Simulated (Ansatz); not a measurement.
One change: `BNC(=C)C` becomes `C=C(C)CO`.

Ansatz, PBE0-D4/def2-TZVP geometries, multiplicity 1. Each molecule was computed in one conformer, which needn't be the lowest.

```csv
property,`BNC(=C)C`
size of the dipole moment (B3LYP/def2-TZVPP) / D,1.03
size of the dipole moment (PBE/def2-TZVPP) / D,1.20
HOMO energy (B3LYP/def2-TZVPP) / eV,-6.51
LUMO energy (PBE0/def2-TZVPP) / eV,-0.59
LUMO energy (ωB97M-V/def2-TZVPP) / eV,1.27
HOMO–LUMO gap (PBE0/def2-TZVPP) / eV,6.13
```

Question: Give the same properties after the change, and the shifts. (Estimate.)

Answer: The calculation gave: 
| property | `C=C(C)CO` | shift |
| --- | --- | --- |
| size of the dipole moment (B3LYP/def2-TZVPP) / D | 1.21 | 0.18 |
| size of the dipole moment (PBE/def2-TZVPP) / D | 1.10 | -0.10 |
| HOMO energy (B3LYP/def2-TZVPP) / eV | -7.21 | -0.70 |
| LUMO energy (PBE0/def2-TZVPP) / eV | 0.15 | 0.74 |
| LUMO energy (ωB97M-V/def2-TZVPP) / eV | 2.17 | 0.90 |
| HOMO–LUMO gap (PBE0/def2-TZVPP) / eV | 7.57 | 1.44 |

With PBE0 the HOMO falls by 0.70 eV and the LUMO rises by 0.74 eV, so the gap widens by about 1.44 eV. PBE moves the HOMO by -0.50 eV and ωB97M-V by -0.79 eV. Dipoles are sizes alone; their direction can turn.

B3LYP here is the variant with VWN-RPA as its local correlation; programs differ in this.
